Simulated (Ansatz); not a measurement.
`F[SiH]([SiH3])Cl` + `C#CC#C` → `C#C[SiH](F)Cl` + `C#C[SiH3]` at 700 K and 1 bar (formal exchange of groups at the Si–Si bond).

Program: Ansatz. Geometries: PBE0-D4/def2-TZVP. ΔE: electronic, gas phase. CCSD(T)/CBS is the MP2 limit (def2-TZVPP, def2-QZVPP) plus CCSD(T) − MP2 in def2-TZVPP, frozen cores. This one scheme is used for every species.

```json
{"species": "`F[SiH]([SiH3])Cl`", "CCSD(T)/CBS energy (Eh)": "-1140.23962", "H − E (kJ/mol)": "170.5", "S (J/(mol·K))": "447.7"}
{"species": "`C#CC#C`", "CCSD(T)/CBS energy (Eh)": "-153.27209", "H − E (kJ/mol)": "148.2", "S (J/(mol·K))": "319.9"}
{"species": "`C#C[SiH](F)Cl`", "CCSD(T)/CBS energy (Eh)": "-926.02177", "H − E (kJ/mol)": "150.0", "S (J/(mol·K))": "424.1"}
{"species": "`C#C[SiH3]`", "CCSD(T)/CBS energy (Eh)": "-367.52081", "H − E (kJ/mol)": "166.7", "S (J/(mol·K))": "346.4"}
```

H − E and S are ideal-gas, rigid-rotor, harmonic terms from PBE0-D4/def2-TZVP, for one conformer and one mirror image of each species. 1 Eh = 2625.50 kJ/mol, R = 8.31446 J/(mol·K).

Question: By hand: ΔE, ΔH, ΔS and ΔG.

Answer: ΔE = (-926.02177) + (-367.52081) − (-1140.23962) − (-153.27209) = -0.03087 Eh = -81.0 kJ/mol. Δ(H − E) = 150.0 + 166.7 − 170.5 − 148.2 = -2.0, so ΔH = -83.0 kJ/mol. ΔS = 424.1 + 346.4 − 447.7 − 319.9 = 2.9 J/(mol·K). ΔG = -83.0 − 700 × (2.9)/1000 = -85.0 kJ/mol.

Question: By hand: the equilibrium constant, and the temperature at which ΔG would vanish if ΔH and ΔS stayed fixed.

Answer: log₁₀ K = −ΔG/(RT ln 10) = 6.3. ΔH and −TΔS have one sign here, so there is no such temperature. One of them is within its doubt of zero, so this could turn.

The number of gas molecules stays the same, so ΔS is small and ΔH decides. A doubt of 5 kJ/mol in ΔE shifts log₁₀ K by 0.4 here. Other conformers and mirror images would add mixing entropy, several J/(mol·K) or more a flexible species. These are equilibria of isolated gas molecules and say nothing of rates. Largest T1 diagnostic: 0.014 (customary marks: 0.02 for closed shells, 0.045 for open ones).
